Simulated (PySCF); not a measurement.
Excitation energy of S by level of theory

S [Ne] 3s2 3p4 (3P) → S [Ne] 3s2 3p3 4s1 (5S), as a difference of total energies. Calculation: PySCF 2.14, in aug-cc-pV(T+d)Z (6s5p4d2f, 55 functions); the non-relativistic Hamiltonian (point nucleus). Correlated levels: valence: [Ne] frozen. The calculations carry no spin-orbit coupling.

```json
{"method": "UHF", "excitation energy (eV)": "6.151", "error (eV)": "-0.349"}
{"method": "MP2 (valence)", "excitation energy (eV)": "6.558", "error (eV)": "+0.058"}
{"method": "SCS-MP2 (valence)", "excitation energy (eV)": "6.767", "error (eV)": "+0.267"}
{"method": "CCSD (valence)", "excitation energy (eV)": "6.676", "error (eV)": "+0.176"}
{"method": "CCSD(T) (valence)", "excitation energy (eV)": "6.682", "error (eV)": "+0.182"}
```

Reference: 6.500 eV (measured; NIST levels, between the centres of gravity of the two terms).

Errors of the correlated levels include the incompleteness of this basis and the frozen core.

The promoted electron is Rydberg-like, and one or two diffuse shells describe it only roughly, which tends to raise the upper state.
